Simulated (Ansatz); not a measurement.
F₂GeH₄OSi, SMILES F[SiH](F)[O][GeH3].

Geometry: PBE0-D3(BJ)/def2-SVP. This is a generated structure with no PubChem entry under its InChIKey; it may be hypothetical. Other conformers were not sampled.

Two levels are set side by side: PBE/def2-SVPD (Ansatz, a first-principles code) and PBE0/def2-SVPD (Ansatz). Energy differences of separate SCF runs at the same geometry; the states with an electron removed or added have multiplicity 2 and 2. Differences are taken from unrounded values.

```tsv
quantity	PBE0
vertical ionisation energy (eV)	11.51
vertical singlet–triplet gap (eV)	7.06
```

**Question.** What does PBE give, and how far is it from PBE0? (The exact figures need the calculation; the answer reports its results.)

**Answer.** 
| quantity | PBE | PBE minus PBE0 |
|---|---|---|
| vertical ionisation energy (eV) | 11.00 | -0.52 |
| vertical singlet–triplet gap (eV) | 6.54 | -0.52 |
